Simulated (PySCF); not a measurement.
CrO₂F₂, SMILES [O]=[Cr]([F])(=[O])[F], multiplicity 1.

Geometry optimised at B3LYP-D3(BJ)/def2-SVP. The multiplicity is an assumed one; other spin states were not compared. The isomer is the one that the SMILES or the coordinates give; other isomers of the formula were not compared.

The numbers are results of PySCF with PBE/def2-TZVP, not measurements.

The molecule is in vacuum.

Computed frontier levels, gap, dipole moment and polarisability:
```
Item                                                                                                            Value
---------------------------------------------------------------------------------------------  ----------------------
highest occupied level                                                                                       -8.77 eV
lowest empty level                                                                                           -5.73 eV
orbital gap                                                                                                   3.04 eV
dipole moment                                                                                                  0.14 D
quadrupole, principal values (traceless, Buckingham form, about the centre of nuclear charge)  -0.37, -0.11, 0.48 D·Å
mean static polarisability                                                                       36.4 bohr³ (5.40 Å³)
polarisability, principal values                                                               33.6, 36.0, 39.7 bohr³
```
